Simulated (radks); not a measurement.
Si, configuration [Ne] 3s2 3p2.

Calculated with a radial shooting solver on a logarithmic mesh with Libxc functionals: scalar-relativistic Kohn-Sham, LDA (Slater exchange, Perdew-Wang correlation), spin-polarised, spherical densities, point nucleus; open shells are filled with parallel spins first.

Energy parts (eV):
| part | energy |
|---|---|
| total | -7859.891 |
| kinetic | 7871.706 |
| electron-nucleus | -18792.985 |
| Hartree | 3595.516 |
| exchange-correlation | -534.128 |

Orbitals (lengths in bohr, moments of r in powers of bohr; <r^-3> diverges for s and p1/2):
| orbital | occ. | eigenvalue (eV) | <1/r> | <r^-3> | <r^4> | <r^2> |
|---|---|---|---|---|---|---|
| 1s up | 1 | -1778.278 | 13.59 | - | 0.0007294 | 0.01679 |
| 1s down | 1 | -1778.109 | 13.59 | - | 0.0007293 | 0.01678 |
| 2s up | 1 | -138.5983 | 2.570 | - | 0.2827 | 0.3899 |
| 2s down | 1 | -138.3976 | 2.570 | - | 0.2810 | 0.3892 |
| 2p up | 3 | -95.4874 | 2.458 | 48.27 | 0.3033 | 0.3674 |
| 2p down | 3 | -95.2345 | 2.459 | 48.29 | 0.3000 | 0.3662 |
| 3s up | 1 | -11.3776 | 0.6339 | - | 50.10 | 5.402 |
| 3s down | 1 | -9.8960 | 0.6314 | - | 54.00 | 5.535 |
| 3p up | 2 | -4.6147 | 0.4930 | 2.529 | 155.0 | 9.022 |
| 3p down | 0 | -3.2915 | 0.4726 | 2.334 | 215.7 | 10.27 |
| 4s up | 0 | -0.4064 | 0.1671 | - | 11450 | 76.66 |
| 4s down | 0 | -0.2218 | 0.1415 | - | 26280 | 110.0 |

The highest occupied level is 3p up at -4.615 eV. Spin moment in Bohr magnetons: 2. Summed over all electrons, <r^2> = 31.99 bohr^2, which gives a Langevin (diamagnetic) susceptibility term of -25.3 x 10^-6 cm^3/mol. The density falls to 0.001 e/bohr^3 at r = 4.43 bohr.
